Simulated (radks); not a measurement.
The numbers below are computed, except where a source is named.
Task: The mean radii <r> (bohr) of the occupied orbitals of an atom or ion are listed with their occupations. Level of theory: scalar-relativistic Kohn-Sham, r2SCAN, spin-unpolarised, spherical densities, finite nucleus; meta-GGA in the generalised Kohn-Sham scheme; Fermi nuclear charge, rms radius of each element as measured or else 0.836 A^(1/3) + 0.57 fm (a radial shooting solver on a logarithmic mesh with Libxc functionals).

| orbital | occ. | <r> |
|---|---|---|
| 1s | 2 | 0.02037 |
| 2s | 2 | 0.08644 |
| 2p | 6 | 0.07672 |
| 3s | 2 | 0.2250 |
| 3p | 6 | 0.2243 |
| 3d | 10 | 0.2038 |
| 4s | 2 | 0.5084 |
| 4p | 6 | 0.5391 |
| 4d | 10 | 0.5841 |
| 5s | 2 | 1.256 |
| 5p | 6 | 1.489 |
| 4f | 12 | 0.8250 |
| 6s | 1 | 3.776 |
| 7s | 1 | 10.04 |

Name the element and its charge.

Result: Z = 68, erbium, charge 0: Er in [Xe] 4f12 6s1 7s1. The 1s radius gives Z: for a bare nucleus <r> = (2 gamma + 1)/(2Z) with gamma = sqrt(1 - (Z/c)^2), 0.02012 bohr for Z = 68, and screening makes it slightly larger (0.02037 here). The occupations add up to 68, and the charge is Z minus that.
